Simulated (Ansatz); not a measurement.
`C[NH][GaH][InH2]` + `[SiH3]N[SiH3]` → `[SiH3][N]([SiH3])[InH2]` + `C[NH][GaH2]` at 500 K and 1 bar (cleavage of the In–Ga bond).

Program: Ansatz. Geometries: PBE0-D4/def2-TZVP. ΔE: electronic, gas phase. CCSD(T)/CBS adds triple-zeta CCSD(T) − MP2 to the extrapolated MP2 energy (def2 sets, frozen cores). This one scheme is used for every species. Elements past krypton have def2 core potentials. For Ga, In outer-core shells are correlated without core-valence functions, which leaves a few kJ/mol of doubt a bond. Scalar relativity is left out up to krypton. One conformer a species, not always the lowest.

| species | CCSD(T)/CBS energy (Eh) | H − E (kJ/mol) | S (J/(mol·K)) |
| --- | --- | --- | --- |
| `C[NH][GaH][InH2]` | -2210.71048 | 243.4 | 466.3 |
| `[SiH3]N[SiH3]` | -637.10515 | 216.0 | 394.7 |
| `[SiH3][N]([SiH3])[InH2]` | -827.51128 | 236.5 | 481.7 |
| `C[NH][GaH2]` | -2020.30020 | 213.8 | 353.1 |

H − E and S are ideal-gas, rigid-rotor, harmonic terms from PBE0-D4/def2-TZVP, for one conformer and one mirror image of each species. 1 Eh = 2625.50 kJ/mol, R = 8.31446 J/(mol·K).

Question: By hand: ΔE, ΔH, ΔS and ΔG.

Answer: ΔE = (-827.51128) + (-2020.30020) − (-2210.71048) − (-637.10515) = 0.00415 Eh = 10.9 kJ/mol. Δ(H − E) = 236.5 + 213.8 − 243.4 − 216.0 = -9.1, so ΔH = 1.8 kJ/mol. ΔS = 481.7 + 353.1 − 466.3 − 394.7 = -26.2 J/(mol·K). ΔG = 1.8 − 500 × (-26.2)/1000 = 14.9 kJ/mol.

Question: By hand: the equilibrium constant, and the temperature at which ΔG would vanish if ΔH and ΔS stayed fixed.

Answer: log₁₀ K = −ΔG/(RT ln 10) = -1.6. ΔH and −TΔS have one sign here, so there is no such temperature. One of them is within its doubt of zero, so this could turn.

TΔS isn't small against ΔH here. A doubt of 5 kJ/mol in ΔE shifts log₁₀ K by 0.5 here. Other conformers and mirror images would add mixing entropy, several J/(mol·K) or more a flexible species. Modes under 60 cm⁻¹, often nearly free rotors, make the harmonic entropy too high. These are equilibria of isolated gas molecules and say nothing of rates. Largest T1 diagnostic: 0.015 (customary marks: 0.02 for closed shells, 0.045 for open ones).
